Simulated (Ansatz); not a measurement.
Species: H3InO2, SMILES `[OH][InH][OH]` (H–O–In–O torsion 0°, O–In–O–H torsion 0°) (charge 0, multiplicity 1), formula H₃InO₂.

Problem. How many basis functions does frozen-core CCSD(T)/def2-TZVPP // B3LYP-D3(BJ)/def2-TZVP in Ansatz (a program for electronic structure) use, how many core orbitals are frozen, and how many electrons are correlated?

Solution. 154 basis functions and 6 frozen orbitals, which leaves 28 correlated electrons (filled d shells below the valence shell are correlated). Core time is of the order of minutes.
